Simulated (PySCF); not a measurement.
## Excitation energy of Cu by level of theory

Cu [Ar] 3d10 4s1 (2S) → Cu [Ar] 3d10 4p1 (2P), as a difference of total energies. Computed with PySCF 2.14 in aug-cc-pwCVTZ-DK with one added diffuse shell each of s, p, d, f, g type (11s10p8d5f4g, 152 functions), with the spin-free X2C one-electron Hamiltonian (Gaussian nucleus). Correlated levels: valence: [Ar] frozen; valence and next inner shell: [Ne] frozen; nothing frozen. The calculations carry no spin-orbit coupling.

```json
{"method": "UHF", "excitation energy (cm⁻¹)": "25749", "error (cm⁻¹)": "-4952"}
{"method": "LDA", "excitation energy (cm⁻¹)": "33750", "error (cm⁻¹)": "+3049"}
{"method": "PBE", "excitation energy (cm⁻¹)": "32128", "error (cm⁻¹)": "+1427"}
{"method": "PBE0", "excitation energy (cm⁻¹)": "30756", "error (cm⁻¹)": "+55"}
{"method": "r2SCAN", "excitation energy (cm⁻¹)": "31590", "error (cm⁻¹)": "+889"}
{"method": "MP2 (valence)", "excitation energy (cm⁻¹)": "31437", "error (cm⁻¹)": "+736"}
{"method": "SCS-MP2 (valence)", "excitation energy (cm⁻¹)": "30651", "error (cm⁻¹)": "-50"}
{"method": "MP2 (valence and next inner shell)", "excitation energy (cm⁻¹)": "32033", "error (cm⁻¹)": "+1332"}
{"method": "SCS-MP2 (valence and next inner shell)", "excitation energy (cm⁻¹)": "31039", "error (cm⁻¹)": "+338"}
{"method": "MP2 (all electrons)", "excitation energy (cm⁻¹)": "32015", "error (cm⁻¹)": "+1314"}
{"method": "SCS-MP2 (all electrons)", "excitation energy (cm⁻¹)": "31027", "error (cm⁻¹)": "+326"}
```

Reference: 30701 cm⁻¹ (measured; NIST levels, between the centres of gravity of the two terms).
